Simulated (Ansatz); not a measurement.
CH10AlBSi2 (`[SiH3]C[BH][AlH][SiH3]`). Charge 0, multiplicity 1.

```xyz
15

Si   -0.211    0.300    1.878
C     1.253   -0.870    1.501
B     0.598   -1.491    0.261
Al    0.495   -0.612   -1.672
Si   -1.064    1.220   -2.214
H    -0.350    0.468    3.347
H     0.027    1.613    1.227
H    -1.489   -0.254    1.352
H     2.099   -0.195    1.359
H     1.406   -1.514    2.369
H    -0.024   -2.509    0.436
H     1.443   -1.122   -2.852
H    -0.337    2.525   -2.146
H    -1.640    1.122   -3.587
H    -2.206    1.319   -1.259
```

(1) List the harmonic frequencies (cm⁻¹, unscaled) at PBE0-D4/def2-TZVP in Ansatz. (An estimate is asked.)

(2) Is this a minimum?

(3) Give the ideal-gas thermochemistry at 298.15 K and 1 bar (rigid rotor, harmonic oscillator; point group C1, symmetry number 1).

## Answers

(1) The calculation gave: 32, 44, 62, 85, 123, 177, 272, 335, 357, 421, 455, 506, 545, 571, 613, 639, 730, 813, 859, 916, 932, 937, 939, 944, 950, 981, 1067, 1140, 1443, 1879, 2180, 2195, 2201, 2214, 2228, 2237, 2543, 3073, 3138.

(2) Yes, all 39 modes are real.

(3) Zero-point energy 249.9 kJ/mol; H(298) − E = 280.3 kJ/mol; entropy 431.7 J/(mol·K), of which translation 168.1, rotation 121.0, vibration 142.5; G(298) − E = 151.6 kJ/mol. Modes under 100 cm⁻¹ are hindered rotations or soft bends, so the harmonic entropy is rough.
